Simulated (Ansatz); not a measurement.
`Br[SiH](Br)Br` → Br₂ + `[SiH]Br` at 298.15 K and 1 bar (silylene formation by 1,1-elimination).

Program: Ansatz. Geometries: PBE0-D4/def2-TZVP. ΔE: electronic, gas phase. CBS: MP2 limit from def2 TZ/QZ plus the TZ coupled-cluster correction, frozen cores. For Br outer-core shells are correlated without core-valence functions, which leaves a few kJ/mol of doubt a bond. Scalar relativity is left out up to krypton.

```
        species  CCSD(T)/CBS energy (Eh)  H − E (kJ/mol)  S (J/(mol·K))
`Br[SiH](Br)Br`              -8009.77760            51.0          350.0
            Br₂              -5146.62008            11.7          245.1
      `[SiH]Br`              -2862.97869            30.2          263.1
```

H − E and S are ideal-gas, rigid-rotor, harmonic terms from PBE0-D4/def2-TZVP. 1 Eh = 2625.50 kJ/mol, R = 8.31446 J/(mol·K).

Task: By hand: ΔE, ΔH, ΔS and ΔG.

Result: ΔE = (-5146.62008) + (-2862.97869) − (-8009.77760) = 0.17883 Eh = 469.5 kJ/mol. Δ(H − E) = 11.7 + 30.2 − 51.0 = -9.1, so ΔH = 460.4 kJ/mol. ΔS = 245.1 + 263.1 − 350.0 = 158.2 J/(mol·K). ΔG = 460.4 − 298.15 × (158.2)/1000 = 413.2 kJ/mol.

Task: By hand: the equilibrium constant, and the temperature at which ΔG would vanish if ΔH and ΔS stayed fixed.

Result: log₁₀ K = −ΔG/(RT ln 10) = -72.4. ΔG = 0 at ΔH/ΔS = 2910 K, far beyond where these terms or the molecules hold.

The number of gas molecules changes by +1, which sets the sign of ΔS. A doubt of 5 kJ/mol in ΔE shifts log₁₀ K by 0.9 here. These are equilibria of isolated gas molecules and say nothing of rates. Largest T1 diagnostic: 0.011 (customary marks: 0.02 for closed shells, 0.045 for open ones).
